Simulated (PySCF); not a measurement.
Compound: C2H2F6NP.
Geometry (PBE0-D3(BJ)/def2-SVP, Å), atoms numbered from 1 in this order:
```
atom  x, y, z in Å
N1    -0.942    1.415    0.175
P2    -0.362    0.261   -0.892
C3    -0.875   -1.291    0.066
F4    -0.641   -1.202    1.380
F5    -2.185   -1.473   -0.092
F6    -0.244   -2.370   -0.392
C7     1.469    0.219   -0.388
F8     1.650    0.343    0.932
F9     2.071   -0.900   -0.782
F10    2.085    1.252   -0.967
H11   -0.648    1.451    1.145
H12   -1.341    2.268   -0.192
```

Level: PBE0/def2-SVPD in PySCF, non-relativistic, on one gas-phase PBE0-D3(BJ)/def2-SVP geometry that isn't relaxed in the solvent. The solvent is an IEF-PCM continuum (van der Waals radii × 1.2). The model holds no explicit solvent molecules, cavitation or dispersion.

Gas phase at PBE0/def2-SVPD: HOMO -8.52 eV, LUMO -0.48 eV, dipole 2.82 D.

Q: What does the continuum do to the energy, the frontier levels and the dipole at PBE0/def2-SVPD in dichloromethane and dimethylsulfoxide?

A: 
```
          solvent      ε  E(solvent) − E(gas) (kcal/mol)  polarisation term (kcal/mol)  distortion of the solute (kcal/mol)  HOMO (eV)  LUMO (eV)  dipole (D)
  dichloromethane   8.93                           -4.39                         -4.93                                 0.54      -8.20      -0.14        3.50
dimethylsulfoxide  46.83                           -5.13                         -5.86                                 0.73      -8.15      -0.09        3.61
```

Polarisation term: ½ Σ q·V over the induced surface charges. Distortion: the rise of the solute's own energy as its density leaves the gas-phase optimum. The atom shares or the degeneracy of the HOMO differ from the gas phase in dichloromethane and dimethylsulfoxide, so that column needn't follow one orbital. From dichloromethane to dimethylsulfoxide the lowering changes by a factor 1.17, Onsager's factor (ε − 1)/(2ε + 1) by 1.15 and ε itself by 5.2.

Q: Which radius a makes the point-dipole formula ΔE = −[(ε − 1)/(2ε + 1)]·μ²/a³ give the value in dimethylsulfoxide, with the gas-phase dipole?

A: μ = 1.110 au and |ΔE| = 0.00817 Eh give a = 2.21 Å; the farthest nucleus lies 2.65 Å from the centroid of the nuclei, so such a sphere wouldn't even hold the nuclei. The formula assumes a rigid point dipole at the centre of a sphere.

Q: Give the dipole vector in the frame of the coordinates (D, pointing from negative to positive charge), gas and dimethylsulfoxide.

A: Gas (-1.17, 2.56, 0.21), solvent (-1.46, 3.29, 0.28). Its length changes by +28 % and its direction by less than 1°.

Q: How does the static polarisability (PBE0/def2-SVPD, frozen core, with the continuum's full static response) change?

A: 
| medium | isotropic (au) | principal values (au) | ⟨r²⟩ of the electrons (bohr²) |
| --- | --- | --- | --- |
| gas | 62.8 | 56.5, 65.7, 66.0 | 1413.0 |
| dichloromethane | 78.5 | 72.3, 81.0, 82.3 | 1412.9 |
| dimethylsulfoxide | 81.9 | 75.9, 83.9, 85.7 | 1412.9 |

The isotropic value in dimethylsulfoxide is 1.30 times the gas-phase one; no cavity-field correction is applied. ⟨r²⟩ is taken about the centre of nuclear charge.

Hardware: Arm Neoverse N1, one thread, shared host with 64 logical CPUs at a one-minute load of 30. Cost: 70 s wall, 1.1 GiB resident at most. This is the whole response run at PBE0/def2-SVPD in dimethylsulfoxide, SCF included.
